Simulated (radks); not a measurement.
Results of a calculation; reference values are marked as such.
Orbital eigenvalues (eV) of the rhodium ion Rh3+, [Kr] 4d6, at several levels of relativity; Dirac values are averaged over j with weights 2j + 1. Spin-unpolarised spherical Kohn-Sham, PBEsol, point nucleus unless stated (finite: rms radius 4.4945 fm), a radial shooting solver on a logarithmic mesh with Libxc functionals. A level marked "c x" has the speed of light scaled by that factor and shares open shells by 2j + 1; other Dirac levels either fill j = l - 1/2 first or share by 2j + 1.

| shell | non-rel. | scalar-rel., finite nucleus | Dirac, low j first | Dirac, 2j+1 shares, finite nucleus | change of magnitude, last against first (%) |
|---|---|---|---|---|---|
| 1s | -22397 | -23061 | -23050 | -23049 | +2.91 |
| 2s | -3217.2 | -3375.3 | -3372.6 | -3372.7 | +4.83 |
| 2p | -2985.8 | -3029.4 | -3029.5 | -3029.7 | +1.47 |
| 3s | -602.53 | -633.12 | -632.54 | -632.68 | +5.00 |
| 3p | -510.89 | -519.43 | -519.39 | -519.55 | +1.69 |
| 3d | -341.90 | -337.50 | -337.06 | -337.23 | -1.37 |
| 4s | -112.79 | -118.44 | -118.27 | -118.38 | +4.95 |
| 4p | -84.654 | -86.007 | -85.954 | -86.054 | +1.65 |
| 4d | -39.968 | -39.494 | -39.412 | -39.486 | -1.21 |
| 5s (empty) | -28.602 | -29.560 | -29.529 | -29.555 | +3.33 |
| 5p (empty) | -22.186 | -22.442 | -22.430 | -22.449 | +1.19 |
